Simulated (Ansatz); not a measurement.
Consider the redistribution: `CO[SiH](C)[SiH3]` + `CBO` → `CO[SiH](C)O` + `CB[SiH3]`.

Program: Ansatz. Geometries: PBE0-D4/def2-TZVP. ΔE: electronic, gas phase. CBS: MP2 limit from def2 TZ/QZ plus the TZ coupled-cluster correction, frozen cores. Functionals use def2-TZVPP. B3LYP here is the variant with VWN-RPA as its local correlation; programs differ in this. One conformer a species, not always the lowest.

```tsv
level	ΔE (kcal/mol)	difference from CCSD(T)/CBS
PBE-D4	14.2	3.3
r2SCAN-D4	11.6	0.7
PBE0-D4	13.1	2.2
B3LYP-D4	12.2	1.3
ωB97X-V	11.5	0.6
ωB97M-V	11.1	0.2
B2PLYP	11.4	0.5
PBE	13.9	3.0
r2SCAN	11.5	0.6
PBE0	12.8	1.9
B3LYP	11.7	0.8
HF/def2-TZVPP	8.8	-2.1
MP2/def2-TZVPP	11.2	0.3
SCS-MP2/def2-TZVPP	10.8	-0.1
CCSD/def2-TZVPP	10.8	-0.1
CCSD(T)/def2-TZVPP	11.5	0.6
HF/def2-QZVPP	8.6	-2.3
MP2/def2-QZVPP	10.9	0.0
SCS-MP2/def2-QZVPP	10.5	-0.4
HF/CBS(def2)	8.5	-2.4
MP2/CBS(def2)	10.7	-0.2
CCSD/CBS(def2)	10.3	-0.6
CCSD(T)/CBS	10.9	0
```

Largest T1 diagnostic among the species: 0.012.

In def2-TZVPP, CCSD(T) changes the Hartree–Fock value by +2.6 kcal/mol (the triples alone add +0.6 kcal/mol) and MP2 by +2.4 kcal/mol. From PBE to PBE0 (25 % exact exchange), in def2-TZVPP and without D4, ΔE moves by −1.1 kcal/mol.
